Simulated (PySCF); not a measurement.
CH8FNSi2. Atoms are numbered in the order given.

```xyz
13

C      1.7037     0.9714    -0.6533
Si     0.9114    -0.5935    -0.0450
F      1.2426    -0.7031     1.5509
N     -0.7927    -0.6124    -0.3212
Si    -1.9714     0.6702    -0.2250
H      1.5372     1.1050    -1.7330
H      1.3025     1.8526    -0.1304
H      2.7887     0.9388    -0.4711
H      1.4777    -1.8244    -0.6610
H     -1.1852    -1.5468    -0.4131
H     -2.7970     0.7391    -1.4704
H     -1.2307     1.9534    -0.0568
H     -2.9098     0.4942     0.9265
```
Charge 0, spin multiplicity 1.

Geometry: PBE0-D3(BJ)/def2-SVP. The structure was generated by enumeration; whether it is a known compound was not checked. Other conformers were not sampled.

Level of theory: PBE0/def2-TZVP (PySCF).

Atomic charges (e):

| atom | meta-Löwdin | Löwdin |
|---|---|---|
| C1 | -0.63 | -0.45 |
| Si2 | 1.14 | 0.07 |
| F3 | -0.52 | -0.03 |
| N4 | -0.81 | -0.21 |
| Si5 | 0.60 | 0.18 |
| H6 | 0.14 | 0.14 |
| H7 | 0.14 | 0.14 |
| H8 | 0.14 | 0.14 |
| H9 | -0.13 | -0.04 |
| H10 | 0.25 | 0.19 |
| H11 | -0.11 | -0.04 |
| H12 | -0.10 | -0.03 |
| H13 | -0.11 | -0.04 |

Give the Mayer and Wiberg (Löwdin basis) orders of the bonds. (The exact figures need the calculation; the answer reports its results.)


```csv
bond,Mayer,Wiberg
C1–Si2,1.02,1.22
Si2–F3,1.08,1.65
Si2–N4,1.15,1.42
N4–Si5,1.11,1.42
C1–H6,0.94,0.90
C1–H7,0.94,0.89
C1–H8,0.94,0.89
Si2–H9,0.94,0.90
N4–H10,0.89,0.87
Si5–H11,0.95,0.96
Si5–H12,0.95,0.95
Si5–H13,0.94,0.96
```
